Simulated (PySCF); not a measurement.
F₄Sb, charge +1. Atoms are numbered in the order given.

```xyz
5

Sb     0.0000     0.0000     0.0000
F      1.0756     1.0756    -1.0756
F     -1.0756     1.0756     1.0756
F     -1.0756    -1.0756    -1.0756
F      1.0756    -1.0756     1.0756
```
Charge +1, spin multiplicity 1.

Geometry optimised at r2SCAN-D4/def2-SVP. The spin state was assumed, not searched. The isomer is the one that the SMILES or the coordinates give; other isomers of the formula were not compared. The def2 effective core potentials stand for the cores of Sb; spin–orbit coupling is left out.

These are C-PCM-M06-2X/def2-SVP run with PySCF 2.14.0 values and carry that method's errors.

The values are the electrostatic part of the solvation free energy, E(continuum) − E(gas) at the gas-phase geometry, in a cavity of scaled van der Waals radii (PySCF's table); cavitation and dispersion terms are not included. A continuum can't describe solvent molecules that bind to the metal. In vacuum the orbital gap is 11.03 eV.

| solvent | ε | ΔG(elec) (kcal/mol) | gap (eV) |
|---|---|---|---|
| water | 78.36 | -71.0 | 11.08 |
| dichloromethane | 8.93 | -63.8 | 11.08 |
| chlorobenzene | 5.70 | -59.2 | 11.07 |
